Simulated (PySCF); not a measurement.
PySCF input for B(Me)(vinyl)(OH) (C3H7BO), SMILES C=CB(C)O, IEF-PCM-M06-2X/def2-SVP. The structure is a stationary point at B3LYP-D3(BJ)/def2-SVP. Other conformers were not sampled.

```python
import numpy as np
from pyscf import gto, scf, dft
from pyscf.solvent import pcm

mol = gto.M(
    atom='''
    B     0.05693213   -0.45603435    0.00000000
    C    -0.72386107   -1.83112143   -0.00000000
    H    -1.38921138   -1.88691481    0.88013106
    H    -1.38921138   -1.88691481   -0.88013106
    H    -0.08419158   -2.72966623    0.00000000
    C    -0.71129419    0.91039262    0.00000000
    C    -0.09330836    2.10217241   -0.00000000
    H    -1.80965150    0.90381285   -0.00000000
    H    -0.63893159    3.05262245   -0.00000000
    H     1.00039825    2.16603178   -0.00000000
    O     1.42006236   -0.39524910   -0.00000000
    H     1.83642135   -1.26546822    0.00000000
    ''',
    basis='def2-SVP',
    charge=0,
    spin=0,
    max_memory=1600,
    verbose=3,
)
mf = dft.RKS(mol, xc='m06-2x').density_fit(auxbasis='def2-universal-jkfit')
mf.grids.level = 4
mf.conv_tol = 1e-9
mf.max_cycle = 100
mf.kernel()
res = {}
for name, eps in {'water': 78.355, 'tetrahydrofuran': 7.4257, 'methanol': 32.613}.items():
    s = mf.PCM()
    s.with_solvent.method, s.with_solvent.eps, s.with_solvent.lebedev_order = 'IEF-PCM', eps, 29
    s.kernel(mf.make_rdm1())
    res[name] = (s.e_tot, eps, s.dip_moment(), s.mo_energy, s.converged)
    print(f'{name}: electrostatic solvation free energy {(s.e_tot - mf.e_tot) * 627.509474:.3f} kcal/mol')
```

Log of the run:

```
converged SCF energy = -218.381620152339

WARN: PCM is an experimental feature. It is still in testing.
Features and APIs may be changed in the future.

converged SCF energy = -218.388478063752
Dipole moment(X, Y, Z, Debye):  0.08274, -1.58300, -0.00000
water: electrostatic solvation free energy -4.303 kcal/mol

WARN: PCM is an experimental feature. It is still in testing.
Features and APIs may be changed in the future.

converged SCF energy = -218.387112276506
Dipole moment(X, Y, Z, Debye):  0.09083, -1.51325, -0.00000
tetrahydrofuran: electrostatic solvation free energy -3.446 kcal/mol

WARN: PCM is an experimental feature. It is still in testing.
Features and APIs may be changed in the future.

converged SCF energy = -218.388260930307
Dipole moment(X, Y, Z, Debye):  0.08419, -1.57186, -0.00000
methanol: electrostatic solvation free energy -4.167 kcal/mol
```

Self-consistency was reached.

Cost: very roughly 2.8 core-minutes.
